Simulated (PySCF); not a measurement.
## Static response to an electric field

Species: C₃H₉NO₂S.
Cartesian coordinates in Å at the GFN2-xTB level; atoms count from 1:
```
atom  x, y, z in Å
C1    -1.6305    0.4986    0.9562
S2    -1.2411    0.5117   -0.8124
O3    -2.2852   -0.1789   -1.5225
O4    -0.9462    1.8603   -1.2159
C5     0.2901   -0.4739   -0.9690
C6     1.4509    0.2798   -0.3491
N7     1.4309    0.1350    1.1012
H8    -2.3022    1.3243    1.1518
H9    -0.6926    0.6176    1.4862
H10   -2.1051   -0.4458    1.1850
H11    0.0999   -1.4278   -0.4858
H12    0.4259   -0.6198   -2.0369
H13    2.3979   -0.0604   -0.7998
H14    1.3204    1.3392   -0.5873
H15    1.6525   -0.8211    1.3617
H16    2.1269    0.7377    1.5251
```

Level: wB97X-D/def2-SVPD (PySCF), static field, nuclei fixed, core orbitals frozen in the response. The polarisability tensor in these axes (au):

```
x   78.17 -1.64  1.07
y   -1.64 65.31  0.48
z    1.07  0.48 72.25
```

Question: What are the eigenvalues, a third of the trace, and Δα (Δα² = ½Σ(αi − αj)² over the three pairs)?

Answer: Principal values 65.05, 72.14 and 78.53 au; mean 71.91 au = 10.66 Å³ = 11.86 × 10⁻⁴⁰ C²·m²/J; Δα = 11.69 au (16 % of the mean).

Question: What is the dipole moment, and where does it point?

Answer: (4.34, -2.26, 3.58) D, 6.06 D in size, pointing from the negative to the positive side. Measured along this direction, the outermost atoms are O3 at the negative end and H15 at the positive end.

Question: What molar refraction does this α imply?

Answer: Lorentz–Lorenz: R = (4π/3)N_A α = 2.5225 cm³/(mol·Å³) × 10.66 Å³ = 26.9 cm³/mol, in the limit of long wavelengths.

Question: Orientational against electronic polarisability at 273 K (dilute gas, rigid molecules)?

Answer: In Gaussian units μ²/3kT = 324.65 Å³ against 10.66 Å³, a ratio of 30.47; the Debye molar polarisation (4π/3)N_A(α + μ²/3kT) is 845.8 cm³/mol, leaving out the vibrational part.

Question: Give the eigenvalues of the traceless quadrupole moment Θ = ½Σq(3rr − r²1), origin at the centre of nuclear charge.

Answer: -5.45, -3.92, 9.37 D·Å. The values depend on the origin, since the dipole doesn't vanish. The electronic extent ⟨r²⟩ about the same centre is 917 bohr², a root-mean-square distance of 1.97 Å for the 66 electrons.

Question: Give the principal axes and the span of the nuclei along them.

Answer: Largest value along (0.98, -0.12, 0.16), where the nuclei span 4.70 Å; middle along (-0.15, 0.10, 0.98), 3.76 Å; least along (0.13, 0.99, -0.09), 3.17 Å. The response follows the extents in order.

Geometry: GFN2-xTB, one conformer, isolated molecule.

The run behind these numbers computed excited states as well. Time: 93 s wall. Hardware: one thread of an x86-64 server (shared host).
